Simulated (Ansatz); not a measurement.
```yaml
crystal:
  periodic: [false, false, false]
  atoms:
    - {symbol: F, position_ang: [-0.829991, 0.149836, 1.016064]}
    - {symbol: In, position_ang: [0.137110, 1.674666, -0.134190]}
    - {symbol: F, position_ang: [0.828431, -0.149811, -1.017345]}
    - {symbol: In, position_ang: [-0.137032, -1.674697, 0.134256]}
    - {symbol: H, position_ang: [-1.061845, 2.240767, -1.195678]}
    - {symbol: H, position_ang: [1.426533, 2.197768, 0.839733]}
    - {symbol: H, position_ang: [1.062464, -2.238235, 1.196490]}
    - {symbol: H, position_ang: [-1.425659, -2.200274, -0.839340]}
basis:
  gaussian: {orbitals: STO-3G}
hamiltonian: {xc: {name: r2SCAN0}}
```

```sh
$ ansatz run in.yaml --threads 4 --pin off --events-out ev --progress --plain --max-ram 10444MiB
```

Output, abridged:

```
Functional definition: r2SCAN0
942 factors; integrals over basis functions are off by at most 7.2e-5 eV
mean field evaluation 1: about -314822.3382 eV, gradient 1.9e1 eV
mean field evaluation 2: about -314822.9747 eV, gradient 1.6e1 eV
mean field evaluation 4: about -314823.9933 eV, gradient 2.2e-1 eV
mean field evaluation 8: about -314823.8961 eV, gradient 3.4e-3 eV
mean field -314823.89610144 eV, -11569.5647864269 hartree, gradient 3.2e-5 eV, S^2 0.000000; 0 other end points of the search recorded, 0 dependent functions left out
reference -314823.89610708 eV, -11569.5647866340 hartree; 60, 60 occupied and 8, 8 virtual orbitals, 942 factors
Total energy: -314823.89610708 eV, -11569.5647866340 hartree
```

Hardware: 4 threads of an Intel Xeon Platinum 8488C on a shared host. Wall time 1.3 s, peak host memory 0.25 GiB.
